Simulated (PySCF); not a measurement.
PySCF input:

```python
from pyscf import gto, scf, dft

mol = gto.M(
    atom='''
    B    -0.19463867   -0.06149500    0.42035150
    N    -1.20608749    0.25882565   -0.44835362
    N     1.21469492   -0.24780246   -0.03879116
    H    -0.29375662   -0.25772305    1.64133683
    H    -2.11196632    0.28861145    0.01556224
    H     1.93448475    0.04774820    0.60650442
    H     1.38417956    0.15167596   -0.95514754
    ''',
    basis='def2-tzvpd',
    charge=-1,
    spin=0,
    verbose=4,
)

mf = dft.RKS(mol, xc='m06l').density_fit(auxbasis='def2-universal-jkfit')
mf.grids.level = 4
mf.conv_tol = 1e-9
mf.max_cycle = 100
mf.max_memory = 1500
mf.kernel()
if not mf.converged:
    mf = mf.newton()
    mf.kernel(mf.make_rdm1())
mf.analyze()
```

Which total energy does the run end on?

-136.84679 Eh (M06-L/def2-TZVPD).

It need not be the lowest isomer of its formula. Whether it binds its extra electron was not tested at this geometry.
